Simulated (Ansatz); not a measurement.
`BOC=C=[Se]` → `C=C1OB1[SeH]`  (isomerisation)

Isolated molecules relaxed with PBE0-D4/def2-TZVP in Ansatz; ΔE leaves out vibrations. CBS: MP2 limit from def2 TZ/QZ plus the TZ coupled-cluster correction, frozen cores. Functionals use def2-TZVPP. For Se outer-core shells are correlated without core-valence functions, which leaves a few kJ/mol of doubt a bond. Scalar relativity is left out up to krypton. One conformer a species, not always the lowest.

CCSD(T)/CBS gives -23.9 kcal/mol.

Task: Another level gave -27.1 kcal/mol. Which?
A. B2PLYP/def2-TZVPP
B. PBE0/def2-TZVPP
C. SCS-MP2/def2-TZVPP
D. r2SCAN/def2-TZVPP

Result: D. r2SCAN -27.1, B2PLYP -22.6, PBE0 -28.2, SCS-MP2/def2-TZVPP -23.9 kcal/mol.

Largest T1 diagnostic among the species: 0.017.

From PBE to PBE0 (25 % exact exchange), in def2-TZVPP and without D4, ΔE moves by −1.5 kcal/mol. In def2-TZVPP, CCSD(T) changes the Hartree–Fock value by −2.7 kcal/mol (the triples alone add +0.7 kcal/mol) and MP2 by −4.3 kcal/mol.
